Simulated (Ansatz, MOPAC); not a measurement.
Species: BO, net charge 0, doublet state. SMILES: [B]=O

Atoms: B1, O2. Bonds: B1-O2.

Bond lengths (Å) and angles (degrees) optimised at PM7 with MOPAC; MNDO with MOPAC; HF/6-31G* with Ansatz (a first-principles code); PBE/6-31G* with Ansatz; B3LYP/LANL2DZ with Ansatz; B3LYP/6-31G* with Ansatz, each started from the B3LYP-D3(BJ)/def2-TZVP structure (Ansatz) of the last column. A row stands for all coordinates that are equal there. 6-31G* holds six Cartesian d functions.

| coordinate | PM7 | MNDO | HF/6-31G* | PBE/6-31G* | B3LYP/LANL2DZ | B3LYP/6-31G* | B3LYP-D3(BJ)/def2-TZVP |
|---|---|---|---|---|---|---|---|
| B1-O2 | 1.207 | 1.170 | 1.187 | 1.221 | 1.240 | 1.209 | 1.202 |

Mean signed difference of all 1 bond lengths from B3LYP-D3(BJ)/def2-TZVP: PM7 0.005 Å, MNDO -0.032 Å, HF/6-31G* -0.015 Å, PBE/6-31G* 0.019 Å, B3LYP/LANL2DZ 0.038 Å, B3LYP/6-31G* 0.007 Å.
